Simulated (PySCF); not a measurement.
Au(Cl) anion (AuCl), SMILES [Cl][Au] (connectivity only; charge and spin as stated), charge -1, multiplicity 2.

The structure is a stationary point at B3LYP-D3(BJ)/def2-TZVPD. The multiplicity is an assumed one; other spin states were not compared. The def2 effective core potentials stand for the cores of Au; spin–orbit coupling is left out.

Computed with PySCF with PBE/def2-TZVPD.

Gas-phase values at a fixed geometry. A positive occupied level means that this level leaves the electron formally unbound; only the finite basis holds it.

Computed frontier levels, dipole moment and polarisability:
```yaml
"α spin, highest occupied and lowest empty level": 0.39 and 3.71 eV
"β spin, highest occupied and lowest empty level": -0.87 and 1.21 eV
dipole_moment_about_the_centre_of_nuclear_charge: 3.22 D
mean_static_polarisability: 81.5 bohr³ (12.08 Å³)
polarisability_principal_values: 65.2, 65.2, 114.1 bohr³
"⟨S²⟩": 0.752 (pure state 0.75)
```
